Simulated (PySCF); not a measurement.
# Ionisation energy of Eu²⁺ by level of theory

Eu²⁺ [Xe] 4f7 (8S) → Eu³⁺ [Xe] 4f6 (7F), as a difference of total energies. Computed with PySCF 2.14 in x2c-TZVPPall, with the spin-free X2C one-electron Hamiltonian (Gaussian nucleus). Correlated levels: valence: [Kr] 4d10 frozen; valence and next inner shell: [Ar] 3d10 frozen. The calculations carry no spin-orbit coupling.

Task: Order these methods by the ionisation energy they give, lowest first.
A. PBE0
B. SCS-MP2 (valence)
C. UHF
D. r2SCAN

Result: C (22.533 eV), B (23.923 eV), A (25.483 eV), D (25.687 eV).

A first-order spin-orbit estimate (lowest level to lowest level, LS coupling) adds -0.391 eV.

Errors of the correlated levels include the incompleteness of this basis and the frozen core.

For comparison: 24.84 ± 0.03 eV (semi-empirical (NIST evaluation); NIST Atomic Spectra Database, ionization energies).
